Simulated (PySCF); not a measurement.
All values below come from PBE-D3(BJ)/def2-TZVP // CAM-B3LYP-D3(BJ)/def2-TZVP in PySCF. Isolated molecules, 0 K electronic values unless said otherwise. 

Reference species (SMILES): `NB(Cl)N` (neutral, multiplicity 1).

```
Property                  Result
----------------------  --------
HOMO                    -5.90 eV
S1 oscillator strength     0.000
HOMO–LUMO gap            5.85 eV
```

Changed species: `NB(Cl)Cl` (1 of 3 Cl replaced by NH2; the reference has 2 of 3 Cl replaced by NH2).

Q: What does the change do to the HOMO, S1 oscillator strength and HOMO–LUMO gap?

A: the HOMO decreases by 1.27 eV, to -7.17 eV; the S1 oscillator strength is nearly the same; the HOMO–LUMO gap increases by 0.51 eV, to 6.36 eV.
